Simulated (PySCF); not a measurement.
**C4H9ClO2S: calculation and literature**

Atoms are numbered as in `[CH3:1][C:2]([CH3:3])([CH3:4])[S:5](=[O:6])(=[O:7])[Cl:8]`. Hydrogens are named by the atom that carries them.

The experiment to reproduce: δ $^{13}$C C2 74.2; C1/C3/C4 24.5 ppm (measured; solution, not stated per compound (mostly CDCl3 or CCl4); Pretsch, Buehlmann, Badertscher, Structure Determination of Organic Compounds, 4th ed. (2009)).

- geometry from PBE0-D3(BJ)/def2-TZVP
- NMR shieldings at B97-2/pcSseg-2/GIAO
- code: PySCF 2.14
- gas phase, averaged over atoms made equivalent by symmetry, fast rotation or ring inversion, one computed conformer, non-relativistic Hamiltonian

Problem. How close does the calculation come?

Solution. 
Reference values: measured (solution, not stated per compound (mostly CDCl3 or CCl4); Pretsch, Buehlmann, Badertscher, Structure Determination of Organic Compounds, 4th ed. (2009)).
| atoms | quantity | reference | computed | computed, scaled |
| --- | --- | --- | --- | --- |
| C2 | δ $^{13}$C | 74.2 | 77.5 | 72.8 |
| C1/C3/C4 | δ $^{13}$C | 24.5 | 26.3 | 23.3 |

Computed shifts are σ(ref) − σ with the named reference compound (TMS for H and C) calculated as an isolated molecule at the same level. The measured values may be among those fitted. Expected solution values come from regression of measured δ (H and C: mostly CDCl3, vs TMS) on computed σ: $^{13}$C: δ = 176.90 − 0.966σ (rms 2.0 ppm, 686 shifts, 2.1 ppm with the 3 outliers that the fit left out). A few per cent of atoms miss by over 2 rms, more outside the fitted compound classes.

Problem. How far are the unscaled $^{13}$C shifts from the references?

Solution. Mean signed difference +2.55 ppm, mean absolute 2.55 ppm over 2 comparisons; the largest is +3.3 ppm at C2 (fully substituted sp3 carbon bonded to S).
